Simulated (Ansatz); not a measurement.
Computed with Ansatz on PBE0-D4/def2-TZVP structures; ΔE is electronic, products minus reactants. CCSD(T)/CBS adds triple-zeta CCSD(T) − MP2 to the extrapolated MP2 energy (def2 sets, frozen cores). Functionals use def2-TZVPP. B3LYP here is the variant with VWN-RPA as its local correlation; programs differ in this. Each species was taken in one conformer, which may not be the lowest.

Consider the formal exchange of groups at the Si–Si bond: `[SiH3][SiH]1CS1` + `CC(N)S` → `NC(S)C[SiH3]` + `C1[SiH2]S1`.

`[SiH3][SiH]1CS1`:

```xyz
10

Si   -1.558    0.097    0.908
Si    0.280    0.671   -0.395
C     1.485   -0.650   -0.867
S     2.169    0.414    0.484
H    -1.241   -1.178    1.601
H    -2.771   -0.082    0.064
H    -1.828    1.160    1.910
H     0.127    1.805   -1.340
H     2.027   -0.560   -1.803
H     1.310   -1.677   -0.562
```

`CC(N)S`:

Cartesian coordinates in Å:
```
C -0.727 -0.788 -0.143
C 0.027 0.481 0.211
N 1.312 0.287 0.842
S 0.384 1.498 -1.268
H -1.706 -0.572 -0.579
H -0.155 -1.385 -0.858
H -0.887 -1.384 0.761
H -0.577 1.090 0.889
H 1.880 -0.356 0.302
H 1.199 -0.093 1.774
H -0.750 1.221 -1.931
```

`NC(S)C[SiH3]`:

Z-matrix (Å, degrees):
```
C
S 1 1.820
C 1 1.529 2 107.3
N 1 1.446 2 109.4 3 -126.9
H 1 1.094 2 107.4 3 116.8
H 2 1.342 1 95.6 3 180.0
Si 3 1.888 1 115.6 2 60.7
H 3 1.096 1 109.7 2 -63.3
H 3 1.096 1 108.0 2 -178.9
H 4 1.015 1 110.2 2 -178.5
H 4 1.014 1 110.1 2 62.5
H 7 1.484 3 112.0 1 -77.9
H 7 1.488 3 109.5 1 43.6
H 7 1.489 3 108.9 1 162.1
```

`C1[SiH2]S1`:

Cartesian coordinates in Å:
```
C -0.492 0.670 -0.439
Si 0.361 -0.661 0.501
S 1.233 0.383 -1.080
H -0.624 1.650 0.009
H -1.263 0.415 -1.159
H -0.042 -2.068 0.290
H 0.827 -0.389 1.878
```

| level | ΔE (kcal/mol) |
| --- | --- |
| B3LYP-D4 | 3.8 |
| CAM-B3LYP-D4 | 2.8 |
| PBE0 | 5.4 |
| CAM-B3LYP | 3.2 |
| RPA@PBE/def2-TZVPP | 2.5 |
| CCSD/def2-SVP | 1.8 |
| CCSD(T)/def2-SVP | 1.8 |
| SCS-MP2/def2-TZVPP | 1.8 |

(1) What does CCSD(T)/CBS give? (Estimate.)

(2) What do rigid-rotor, harmonic-oscillator terms from PBE0-D4/def2-TZVP frequencies (298.15 K, 1 bar) make of the CCSD(T)/CBS value? (An estimate is asked.)

Largest T1 diagnostic among the species: 0.013.

Answers

(1) The calculation gave: +3.1 kcal/mol. The listed levels differ from it by 0.7, -0.3, 2.3, 0.1, -0.6, -1.3, -1.3, -1.3 kcal/mol.

(2) Computed: ΔZPE = -1.3 kcal/mol, ΔH = +1.4 kcal/mol, ΔS = -13 J/(mol·K), ΔG = +2.3 kcal/mol.

Leaving LDA and LC-ωPBE aside and taking each functional with its dispersion term where it has one, the values, not all of them listed here, spread over 4.0 kcal/mol, from ωB97M-V to PBE-D4. LDA lies −1.8 kcal/mol from PBE without D4. From BLYP to BHLYP (50 % exact exchange), in def2-TZVPP and without D4, ΔE moves by −1.7 kcal/mol. At CCSD(T), def2-SVP lies −1.2 kcal/mol from the extrapolated value and def2-TZVPP −0.1 kcal/mol.
